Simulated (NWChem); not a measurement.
Everything below was run with NWChem. System: tetrasilane (H₁₀Si₄), charge 0, spin multiplicity 1, at a geometry optimised with PBE/def2-SVP. Level: MP2/def2-SVP, 20 core orbitals frozen.

Part of the output:

```
             Northwest Computational Chemistry Package (NWChem) 7.3.0
             --------------------------------------------------------

                                NWChem Input Module
                                -------------------

 Scaling coordinates for geometry "geometry" by  1.889725989
 (inverse scale =  0.529177249)

                             Geometry "geometry" -> ""
                             -------------------------

 Output coordinates in angstroms (scale by  1.889725989 to convert to a.u.)

  No.       Tag          Charge          X              Y              Z
 ---- ---------------- ---------- -------------- -------------- --------------
    1 Si                  14.0000     2.07525900    -1.01041700     0.91243500
    2 Si                  14.0000     1.07289700     1.04141000     0.32960400
    3 Si                  14.0000    -0.72863100     0.69571500    -1.15328400
    4 Si                  14.0000    -2.39872100    -0.62171200    -0.13855400
    5 H                    1.0000     3.23586000    -0.79780200     1.84758000
    6 H                    1.0000     1.06714300    -1.90056700     1.58972800
    7 H                    1.0000     2.57319300    -1.70807400    -0.32537400
    8 H                    1.0000     2.10259000     1.94329200    -0.30384500
    9 H                    1.0000     0.56264000     1.72069200     1.57587300
   10 H                    1.0000    -0.22276100    -0.00355400    -2.39025000
   11 H                    1.0000    -1.31701600     2.01912000    -1.57437400
   12 H                    1.0000    -2.89177300     0.05083900     1.11501600
   13 H                    1.0000    -3.56497700    -0.82534800    -1.06865700
   14 H                    1.0000    -1.83614200    -1.96853100     0.23149600

 Effective nuclear repulsion energy (a.u.)     321.0396477911

            Nuclear Dipole moment (a.u.)
            ----------------------------
        X                 Y               Z
 ---------------- ---------------- ----------------
     0.0000245664     0.0000207870     0.0000132281


 Summary of "ao basis" -> "" (spherical)
 ------------------------------------------------------------------------------
       Tag                 Description            Shells   Functions and Types
 ---------------- ------------------------------  ------  ---------------------
 *                          def2-svp                  on all atoms

 Summary of "ao basis" -> "ao basis" (spherical)
 ------------------------------------------------------------------------------
       Tag                 Description            Shells   Functions and Types
 ---------------- ------------------------------  ------  ---------------------
 Si                         def2-svp                 8       18   4s3p1d
 H                          def2-svp                 3        5   2s1p

                                 NWChem SCF Module
                                 -----------------

  ao basis        = "ao basis"
  functions       =   122
  atoms           =    14
  closed shells   =    33
  open shells     =     0
  charge          =   0.00
  wavefunction    = RHF
  use symmetry    = F
  symmetry adapt  = F

 Summary of "ao basis" -> "ao basis" (spherical)
 ------------------------------------------------------------------------------
       Tag                 Description            Shells   Functions and Types
 ---------------- ------------------------------  ------  ---------------------
 Si                         def2-svp                 8       18   4s3p1d
 H                          def2-svp                 3        5   2s1p

 Forming initial guess at       0.1s

      Superposition of Atomic Density Guess
      -------------------------------------

 Sum of atomic energies:       -1159.94696742

      Non-variational initial energy
      ------------------------------

 Total energy =   -1161.166780
 1-e energy   =   -2246.986236
 2-e energy   =     764.779808
 HOMO         =      -0.293007
 LUMO         =       0.051060

 Starting SCF solution at       2.4s

 ----------------------------------------------
         Quadratically convergent ROHF

 Convergence threshold     :          1.000E-07
[...]
     9      0.184636   1 Si py

 Vector   33  Occ=2.000000D+00  E=-3.815361D-01
              MO Center=  7.9D-02,  4.0D-01, -1.9D-01, r^2= 5.2D+00
   Bfn.  Coefficient  Atom+Function         Bfn.  Coefficient  Atom+Function
  ----- ------------  ---------------      ----- ------------  ---------------
    44      0.245875   3 Si px               47      0.237917   3 Si px
    26     -0.214427   2 Si px               29     -0.213508   2 Si px
    28     -0.156330   2 Si pz

 Vector   34  Occ=0.000000D+00  E= 1.105099D-01
              MO Center=  4.6D-02,  2.4D-01, -1.1D-01, r^2= 7.0D+00
   Bfn.  Coefficient  Atom+Function         Bfn.  Coefficient  Atom+Function
  ----- ------------  ---------------      ----- ------------  ---------------
   104      0.681159  11 H  s                89      0.676203   8 H  s
    48     -0.590682   3 Si py               74      0.522905   5 H  s
   114      0.522122  13 H  s                11     -0.412392   1 Si px
    31      0.401860   2 Si pz               67      0.401947   4 Si pz
    29     -0.346308   2 Si px               65      0.327182   4 Si px

 Vector   35  Occ=0.000000D+00  E= 1.143627D-01
              MO Center=  4.8D-02,  2.4D-01, -1.1D-01, r^2= 6.9D+00
   Bfn.  Coefficient  Atom+Function         Bfn.  Coefficient  Atom+Function
  ----- ------------  ---------------      ----- ------------  ---------------
    31      0.658898   2 Si pz               48      0.517182   3 Si py
    67      0.510986   4 Si pz               94     -0.496761   9 H  s
    99      0.494482  10 H  s                49      0.428757   3 Si pz
    89      0.425975   8 H  s               104     -0.417529  11 H  s
   114      0.390381  13 H  s                74     -0.387927   5 H  s

 Vector   36  Occ=0.000000D+00  E= 1.425565D-01
              MO Center=  1.6D-01,  4.0D-01, -1.6D-01, r^2= 6.8D+00
   Bfn.  Coefficient  Atom+Function         Bfn.  Coefficient  Atom+Function
  ----- ------------  ---------------      ----- ------------  ---------------
    29     -0.968751   2 Si px               22      0.944159   2 Si s
    40     -0.903695   3 Si s                47     -0.864146   3 Si px
    94     -0.511824   9 H  s                79     -0.459092   6 H  s
    99      0.437361  10 H  s                49     -0.431187   3 Si pz
   119      0.360190  14 H  s                11     -0.289188   1 Si px

 center of mass
 --------------
 x =   0.00446941 y =   0.02255586 z =  -0.01069793

 moments of inertia (a.u.)
 ------------------
         676.493075190833           0.246349916760        -377.129832570347
           0.246349916760        1648.332238911240         145.557605044700
        -377.129832570347         145.557605044700        1728.605131421695

  Mulliken analysis of the total density
  --------------------------------------

    Atom       Charge   Shell Charges
 -----------   ------   -------------------------------------------------------
    1 Si  14    13.60   2.00  1.99  0.96  0.23  5.94  1.25  1.06  0.17
    2 Si  14    13.84   2.00  1.99  0.97  0.28  5.94  1.27  1.23  0.16
    3 Si  14    13.84   2.00  1.99  0.97  0.28  5.94  1.27  1.23  0.16
    4 Si  14    13.60   2.00  1.99  0.96  0.23  5.94  1.25  1.06  0.17
    5 H    1     1.12   0.73  0.38  0.01
    6 H    1     1.12   0.73  0.38  0.01
    7 H    1     1.12   0.73  0.38  0.01
    8 H    1     1.10   0.72  0.36  0.01
    9 H    1     1.10   0.72  0.36  0.01
   10 H    1     1.10   0.72  0.36  0.01
   11 H    1     1.10   0.72  0.36  0.01
   12 H    1     1.12   0.73  0.38  0.01
   13 H    1     1.12   0.73  0.38  0.01
   14 H    1     1.12   0.73  0.38  0.01

       Multipole analysis of the density wrt the origin
       ------------------------------------------------

     L   x y z        total         open         nuclear
     -   - - -        -----         ----         -------
     0   0 0 0     -0.000000      0.000000     66.000000

     1   1 0 0      0.008371      0.000000      0.000025
     1   0 1 0      0.042438      0.000000      0.000021
     1   0 0 1     -0.020134      0.000000      0.000013

     2   2 0 0    -47.811034      0.000000    762.748506
     2   1 1 0     -0.095598      0.000000     -0.470195
     2   1 0 1     -0.065840      0.000000    206.155841
     2   0 2 0    -47.981768      0.000000    229.274455
     2   0 1 1      0.281553      0.000000    -80.829253
     2   0 0 2    -47.567779      0.000000    183.264545

                   NWChem MP2 Semi-direct Energy/Gradient Module
                   ---------------------------------------------

  Basis functions       =    122
  Molecular orbitals    =    122
  Frozen core           =     20
  Frozen virtuals       =      0
  Active alpha occupied =     13
  Active beta occupied  =     13
  Active alpha virtual  =     89
  Active beta virtual   =     89
  Use MO symmetry       = F
  Use skeleton AO sym   = F

  AO/Fock/Back tols     =   1.0D-09  1.0D-09  1.0D-09

 GA uses MA = F    GA memory limited = T

 Available:
  local mem=  1.26D+08
 global mem=  1.44D+08
 local disk=  0.00D+00
  mp2_memr nvloc                    89
  nvloc new                    89
   1 passes of  13:        3145728                      59866                  26311169.
   1 passes of  13: M    126148851           G      144149432           F     123003123.

 Semi-direct pass number   1 of   1  for RHF alpha+beta  at        6.3s
  vrange nnbf                  6682
  mp2_eaftype                   100  avail_ma_in_mb                  1099
 EAF : mp2_eaftype filesize         100   13155584.
  mp2_eaf for mointskh                    100
Node 0 wrote     61.8 Mb in      0.1 s     Agg I/O rate:  1057.1 Mb/s
 Done moints_semi at       11.9s
  mp2_eaftype                   100  avail_ma_in_mb                   999
 EAF : mp2_eaftype filesize         100   13155584.
  mp2_eaf for kh                   100
 Done maket at       12.3s
 Done multipass loop at       12.3s

          -------------------------------------------
          SCF energy               -1161.169801183691
          Correlation energy          -0.411074459384
          Singlet pairs               -0.317386731352
          Triplet pairs               -0.093687728032
          Total MP2 energy         -1161.580875643075
          -------------------------------------------

          ---------------------------------------------------
                    Spin Component Scaled (SCS) MP2
          Same spin pairs                     -0.062458485354
          Same spin scaling factor             0.333333333333
          Opposite spin pairs                 -0.348615974029
          Opposite spin scaling fact.          1.200000000000
          SCS-MP2 correlation energy          -0.439158663953
          Total SCS-MP2 energy             -1161.608959847644
          ---------------------------------------------------

 -----------------------
 Performance information
 -----------------------

 Timer overhead =  1.37D-07 seconds/call

               Nr. of calls         CPU time (s)                 Wall time (s)                GFlops
             ---------------    -------------------     ------------------------------   -------------------
Name         Min   Avg   Max    Min     Avg     Max     Min     Avg     Max   Mx/calls   Min     Max     Sum
mp2: moin     1     1     1    5.6     5.6     5.6      5.6     5.6     5.6     5.6      0.0     0.0     0.0
mp2: make     1     1     1   0.42    0.42    0.42     0.42    0.42    0.42    0.42      0.0     0.0     0.0
mp2: tota     1     1     1    6.1     6.1     6.1      6.1     6.1     6.1     6.1      0.0     0.0     0.0

 The average no. of pstat calls per process was 3.00D+00
 with a timing overhead of 4.10D-07s

 Task  times  cpu:       12.3s     wall:       12.3s

 Total times  cpu:       12.4s     wall:       12.4s
```

Task: Write an NWChem input that would produce this output.

Result: One answer among several that fit: 
```
start mol
memory heap 200 mb stack 900 mb global 1100 mb
geometry units angstroms nocenter noautoz noautosym
  Si     2.075259    -1.010417     0.912435
  Si     1.072897     1.041410     0.329604
  Si    -0.728631     0.695715    -1.153284
  Si    -2.398721    -0.621712    -0.138554
  H      3.235860    -0.797802     1.847580
  H      1.067143    -1.900567     1.589728
  H      2.573193    -1.708074    -0.325374
  H      2.102590     1.943292    -0.303845
  H      0.562640     1.720692     1.575873
  H     -0.222761    -0.003554    -2.390250
  H     -1.317016     2.019120    -1.574374
  H     -2.891773     0.050839     1.115016
  H     -3.564977    -0.825348    -1.068657
  H     -1.836142    -1.968531     0.231496
end
basis spherical
  * library def2-svp
end
scf
  rhf
  nopen 0
  maxiter 100
  thresh 1e-7
  semidirect memsize 60000000 filesize 0
end
mp2
  freeze core 20
end
task mp2 energy
```
